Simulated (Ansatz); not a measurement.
Name a neutral molecule of C, O, S, Si and H with HOMO–LUMO gap (B3LYP/def2-TZVPP) between 5.45 and 5.75 eV and size of the dipole moment (ωB97M-V/def2-TZVPP) between 0.75 and 1.05 D (Ansatz, PBE0-D4/def2-TZVP geometry).

`CSC1O[SiH2]1` (5.49 eV, 1.03 D). Other molecules can fit too; these were computed, each in one conformer that needn't be the lowest.

B3LYP here is the variant with VWN-RPA as its local correlation; programs differ in this.
